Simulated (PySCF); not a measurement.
# Working out the ionisation energy of Ag

Ag [Kr] 4d10 5s1 (2S) → Ag⁺ [Kr] 4d10 (1S). Computed with PySCF 2.14 in def2-QZVPPD with the def2 core potential (28 electrons) (7s5p4d4f2g, 88 functions), with a scalar-relativistic core potential. Frozen: nothing. Energies in hartree (1 hartree = 27.21139 eV):

```
             part   Ag (lower)  Ag⁺ (upper)
              UHF  -146.118089  -145.884384
MP2 opposite-spin    -0.496594    -0.470294
    MP2 same-spin    -0.239294    -0.220166
```

Q: What does Hartree-Fock give?

A: (-145.884384) − (-146.118089) = 0.233705 hartree = 6.359 eV.

Q: What do MP2 and SCS-MP2 (6/5 opposite-spin, 1/3 same-spin) give?

A: The opposite-spin parts differ by 0.716 eV and the same-spin parts by 0.520 eV. MP2: 6.359 + (0.716) + (0.520) = 7.595 eV. SCS-MP2: 6.359 + 1.2 × (0.716) + (0.520)/3 = 7.392 eV.

Measured between the centres of the two terms (NIST): 7.576 eV, so MP2 (valence and next inner shell) is off by 0.019 eV.

What remains against the reference includes basis incompleteness and correlation beyond second order.
